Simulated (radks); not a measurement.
Values are calculated unless marked as measured or tabulated.
Q: The mean radii <r> (bohr) of the occupied orbitals of an atom or ion are listed with their occupations. Level of theory: Dirac Kohn-Sham, PBE, spin-unpolarised, spherical densities, finite nucleus; Fermi nuclear charge, rms radius of each element as measured or else 0.836 A^(1/3) + 0.57 fm (a radial shooting solver on a logarithmic mesh with Libxc functionals).

orbital  occ.      <r>
1s1/2       2  0.07304
2s1/2       2   0.3433
2p1/2       2   0.3059
2p3/2       4   0.3085
3s1/2       2    1.075
3p1/2       2    1.163
3p3/2       4    1.171
4s1/2       2    3.721
3d3/2       1    1.866

Name the element and its charge. Open shells, if any, fill j = l - 1/2 first.

A: Z = 21, scandium, charge 0: Sc in [Ar] 3d1 4s2. The 1s radius gives Z: for a bare nucleus <r> = (2 gamma + 1)/(2Z) with gamma = sqrt(1 - (Z/c)^2), 0.07087 bohr for Z = 21, and screening makes it slightly larger (0.07304 here). The occupations add up to 21, and the charge is Z minus that.
